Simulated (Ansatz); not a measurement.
Total energies of Rb3⁺ (the lowest singlet isomer of a short search) from Ansatz at PBE0/def2-TZVP, gas phase (1 Eh = 27.2114 eV = 2625.5 kJ/mol). The reference geometry is relaxed at B3LYP/def2-TZVP.

Cartesian coordinates in Å:
```
Rb 2.117 -1.638 -0.570
Rb 0.434 2.627 0.635
Rb -2.551 -0.989 -0.065
```

```csv
state,geometry,energy (Eh)
charge 1 singlet,reference,-72.15241
charge 0 doublet,reference,-72.26850
charge 1 triplet,relaxed at B3LYP/def2-TZVP,-72.13609
charge 1 quintet,relaxed at B3LYP/def2-TZVP,-71.54080
```

In the def2 sets Rb takes a core potential; there is no spin–orbit coupling.

(1) Work out the vertical electron affinity, to the doublet.

(2) Which of the charge 1 states is lowest, and how far above it are the others?

(1) E(charge 1 singlet) − E(charge 0 doublet) = -72.15241 − (-72.26850) = 0.11609 Eh = 3.16 eV.

(2) The singlet. triplet: -72.13609 − (-72.15241) = 0.01632 Eh = 42.8 kJ/mol; quintet: -71.54080 − (-72.15241) = 0.61161 Eh = 1605.8 kJ/mol. The quintet has fallen apart, so its energy is that of loose fragments and no spin gap. The triplet differs in its bonds from the reference. The quintet differs in its bonds from the reference.

The structure comes from a short search, and lower isomers may exist.
